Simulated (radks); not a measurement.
Values are calculated unless marked as measured or tabulated.
Ionisation of Kr3+, [Ar] 3d10 4s2 4p3, to Kr4+, [Ar] 3d10 4s2 4p2, under several functionals. Scalar-relativistic Kohn-Sham, spin-unpolarised, spherical densities, point nucleus; a radial shooting solver on a logarithmic mesh with Libxc functionals.

functional,E(Kr3+) (hartree),Exc (hartree),IE (eV),-e(HOMO) (eV),<r> HOMO (bohr),IE error (eV)
HCTH/407,-2789.27476,-97.19316,50.169,43.672,1.656,-0.681
BP86,-2788.14779,-95.94072,49.964,43.461,1.660,-0.886
AM05,-2784.20895,-91.94945,49.828,43.331,1.660,-1.022
"LDA (Slater exchange, Perdew-Wang correlation)",-2784.01167,-91.74567,50.075,43.550,1.659,-0.775
SOGGA,-2785.40870,-93.16399,49.727,43.239,1.661,-1.123
PBEsol,-2785.66560,-93.42274,49.843,43.346,1.661,-1.007
"LDA (Slater exchange, Perdew-Zunger correlation)",-2784.00977,-91.74391,50.074,43.549,1.660,-0.776
PBE,-2787.45251,-95.23532,49.811,43.323,1.663,-1.039
exchange-only LDA,-2780.89213,-88.58363,48.556,42.048,1.669,-2.294

NIST Atomic Spectra Database: 50.9 eV (measured). Closest: HCTH/407. The Delta-SCF values span 1.61 eV, the total energies 8.38 hartree. The highest occupied level is 4p. Spin polarisation and multiplet splitting are left out, so open shells lie too high by an amount that depends on their filling.

Beside tabulated values, note that spin-unpolarised runs miss the spin-polarisation part of the exchange energy of open shells.
